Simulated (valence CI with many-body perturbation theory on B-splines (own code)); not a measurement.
**Au⁷¹⁺: E2, E3, M1, M2 decay**

Level of theory: configuration interaction combined with many-body perturbation theory (CI+MBPT): six valence electrons over a frozen Dirac-Fock core [He], radial functions for each j: 9 s, 9 p, 8 d, 6 f, 3 g, 1 h, with the one-electron correlation potential Σ1 (screened to all orders), the two-electron term Σ2, the three-electron term Σ3, Breit, model QED; selected single and double excitations, second order for the rest, scaled by the run's own slope (own B-spline code, finite nucleus).

The last digits are not significant, and no measured levels were compared; by estimate large intervals hold to a few tenths of a per cent, small ones and those within an open d or f shell to about a per cent. Among the levels kept, up to 1900 cm⁻¹ of a level comes from second order outside the variational space, and about a tenth of that is noise between levels of different J, which matters for small intervals.

Lines 1 to 39 of 39 in falling wavelength, among levels below 12429 eV, chosen from the decays that carry over 1 % of a level's rate. Wavelengths and rates use the calculated energies. Electric multipoles are in the length gauge with retardation, E1 and E2 with the static RPA response of the core. M1 uses the relativistic operator with retardation. S is in atomic units (e²a₀⁴ for E2 and M2, e²a₀⁶ for E3), for M1 in squared Bohr magnetons. Weak lines are less certain than strong ones. Lines between different terms over intervals too small for the method are left out, as are lines whose strength nearly cancels. The highest levels of a list are the least certain.

Levels are named by their leading jj configuration (3d3/2^4 stands for four electrons in 3d with j = 3/2), which in mixed levels can hold well under half, so a name can repeat and another be missing. Letters in brackets count levels of one name in rising energy.

| λ vac (Å) | Upper | Lower | Type | A (s⁻¹) | S (a.u.) |
| --- | --- | --- | --- | --- | --- |
| 184.2 | (2s^2 2p1/2^2 2p3/2^2) J=0 | (2s^2 2p1/2^2 2p3/2^2) J=2 | E2 | 1.05e+02 | 2.00e-05 |
| 6.775 | (2s^2 2p1/2 2p3/2^3) J=1 | (2s^2 2p1/2^2 2p3/2^2) J=0 | M1 | 1.89e+10 | 6.54e-01 |
| 6.605 | (2s^2 2p1/2 2p3/2^2 3p1/2) J=1 [a] | (2s^2 2p1/2^2 2p3/2 3p1/2) J=1 | M1 | 5.04e+10 | 1.62e+00 |
| 6.581 | (2s^2 2p1/2 2p3/2^2 3p1/2) J=2 [a] | (2s^2 2p1/2^2 2p3/2 3p1/2) J=2 | M1 | 4.80e+10 | 2.53e+00 |
| 6.535 | (2s^2 2p1/2 2p3/2^3) J=1 | (2s^2 2p1/2^2 2p3/2^2) J=2 | M1 | 5.15e+10 | 1.60e+00 |
| 6.471 | (2s^2 2p1/2 2p3/2^3) J=2 | (2s^2 2p1/2^2 2p3/2^2) J=2 | M1 | 3.08e+10 | 1.54e+00 |
| 6.471 | (2s^2 2p1/2 2p3/2^3) J=2 | (2s^2 2p1/2^2 2p3/2^2) J=2 | E2 | 5.21e+08 | 2.64e-05 |
| 6.370 | (2s^2 2p3/2^4) J=0 | (2s^2 2p1/2 2p3/2^3) J=1 | M1 | 1.28e+11 | 1.23e+00 |
| 6.330 | (2s^2 2p1/2 2p3/2^2 3p1/2) J=1 [b] | (2s^2 2p1/2^2 2p3/2 3p1/2) J=2 | M1 | 2.74e+10 | 7.72e-01 |
| 1.248 | (2s^2 2p1/2^2 2p3/2 3p1/2) J=1 | (2s^2 2p1/2^2 2p3/2^2) J=0 | M1 | 3.37e+10 | 7.29e-03 |
| 1.248 | (2s^2 2p1/2^2 2p3/2 3p1/2) J=2 | (2s^2 2p1/2^2 2p3/2^2) J=0 | E2 | 7.48e+11 | 1.01e-05 |
| 1.244 | (2s^2 2p1/2 2p3/2^2 3p1/2) J=1 [a] | (2s^2 2p1/2 2p3/2^3) J=2 | E2 | 3.97e+11 | 3.17e-06 |
| 1.244 | (2s^2 2p1/2 2p3/2^2 3p1/2) J=1 [a] | (2s^2 2p1/2 2p3/2^3) J=2 | M1 | 1.74e+10 | 3.73e-03 |
| 1.243 | (2s^2 2p1/2 2p3/2^2 3p1/2) J=2 [a] | (2s^2 2p1/2 2p3/2^3) J=2 | M1 | 5.50e+10 | 1.96e-02 |
| 1.243 | (2s^2 2p1/2 2p3/2^2 3p1/2) J=2 [a] | (2s^2 2p1/2 2p3/2^3) J=2 | E2 | 3.63e+10 | 4.82e-07 |
| 1.242 | (2s^2 2p1/2 2p3/2^2 3p1/2) J=1 [a] | (2s^2 2p1/2 2p3/2^3) J=1 | E2 | 3.96e+11 | 3.13e-06 |
| 1.242 | (2s^2 2p1/2 2p3/2^2 3p1/2) J=1 [a] | (2s^2 2p1/2 2p3/2^3) J=1 | M1 | 8.79e+10 | 1.87e-02 |
| 1.241 | (2s^2 2p1/2 2p3/2^2 3p1/2) J=3 | (2s^2 2p1/2 2p3/2^3) J=2 | E2 | 2.33e+12 | 4.29e-05 |
| 1.241 | (2s^2 2p1/2 2p3/2^2 3p1/2) J=2 [a] | (2s^2 2p1/2 2p3/2^3) J=1 | E2 | 1.85e+12 | 2.43e-05 |
| 1.239 | (2s^2 2p1/2^2 2p3/2 3p1/2) J=1 | (2s^2 2p1/2^2 2p3/2^2) J=2 | E2 | 1.99e+12 | 1.56e-05 |
| 1.239 | (2s^2 2p1/2^2 2p3/2 3p1/2) J=1 | (2s^2 2p1/2^2 2p3/2^2) J=2 | M1 | 8.74e+10 | 1.85e-02 |
| 1.239 | (2s^2 2p1/2^2 2p3/2 3p1/2) J=2 | (2s^2 2p1/2^2 2p3/2^2) J=2 | E2 | 2.74e+12 | 3.57e-05 |
| 1.239 | (2s^2 2p1/2^2 2p3/2 3p1/2) J=2 | (2s^2 2p1/2^2 2p3/2^2) J=2 | M1 | 5.25e+10 | 1.85e-02 |
| 1.239 | (2s^2 2p1/2 2p3/2^2 3p1/2) J=3 | (2s^2 2p1/2 2p3/2^3) J=1 | E2 | 3.88e+11 | 7.08e-06 |
| 1.236 | (2s^2 2p1/2 2p3/2^2 3p1/2) J=2 [b] | (2s^2 2p1/2 2p3/2^3) J=2 | E2 | 1.32e+12 | 1.69e-05 |
| 1.236 | (2s^2 2p1/2 2p3/2^2 3p1/2) J=2 [b] | (2s^2 2p1/2 2p3/2^3) J=2 | M1 | 4.05e+10 | 1.42e-02 |
| 1.234 | (2s^2 2p1/2 2p3/2^2 3p1/2) J=1 [b] | (2s^2 2p1/2 2p3/2^3) J=2 | E2 | 1.03e+12 | 7.87e-06 |
| 1.234 | (2s^2 2p1/2 2p3/2^2 3p1/2) J=1 [b] | (2s^2 2p1/2 2p3/2^3) J=2 | M1 | 4.58e+10 | 9.57e-03 |
| 1.234 | (2s 2p1/2^2 2p3/2^2 3p1/2) J=0 | (2s 2p1/2^2 2p3/2^3) J=2 | E2 | 2.03e+12 | 5.20e-06 |
| 1.233 | (2s^2 2p1/2 2p3/2^2 3p1/2) J=2 [b] | (2s^2 2p1/2 2p3/2^3) J=1 | E2 | 2.86e+11 | 3.65e-06 |
| 1.232 | (2s^2 2p1/2 2p3/2^2 3p1/2) J=1 [b] | (2s^2 2p1/2 2p3/2^3) J=1 | E2 | 1.03e+12 | 7.82e-06 |
| 1.227 | (2s^2 2p1/2 2p3/2^2 3p1/2) J=0 | (2s^2 2p1/2 2p3/2^3) J=2 | E2 | 2.04e+12 | 5.07e-06 |
| 1.225 | (2s^2 2p1/2 2p3/2^2 3p1/2) J=0 | (2s^2 2p1/2 2p3/2^3) J=1 | M1 | 5.32e+10 | 3.63e-03 |
| 1.179 | (2s^2 2p1/2^2 2p3/2 3p3/2) J=2 | (2s^2 2p1/2^2 2p3/2^2) J=0 | E2 | 7.92e+11 | 8.07e-06 |
| 1.176 | (2s^2 2p1/2^2 2p3/2 3p3/2) J=3 | (2s^2 2p1/2^2 2p3/2^2) J=2 | E2 | 1.54e+12 | 2.17e-05 |
| 1.175 | (2s^2 2p1/2^2 2p3/2 3p3/2) J=1 | (2s^2 2p1/2^2 2p3/2^2) J=2 | E2 | 1.56e+12 | 9.37e-06 |
| 1.169 | (2s^2 2p1/2^2 2p3/2 3p3/2) J=0 | (2s^2 2p1/2^2 2p3/2^2) J=2 | E2 | 3.98e+12 | 7.76e-06 |
| 1.147 | (2s^2 2p1/2^2 2p3/2 3d5/2) J=4 | (2s^2 2p1/2^2 2p3/2^2) J=2 | M2 | 1.18e+11 | 1.89e-06 |
| 1.147 | (2s^2 2p1/2^2 2p3/2 3d5/2) J=4 | (2s^2 2p1/2^2 2p3/2^2) J=2 | E3 | 8.88e+09 | 6.62e-07 |
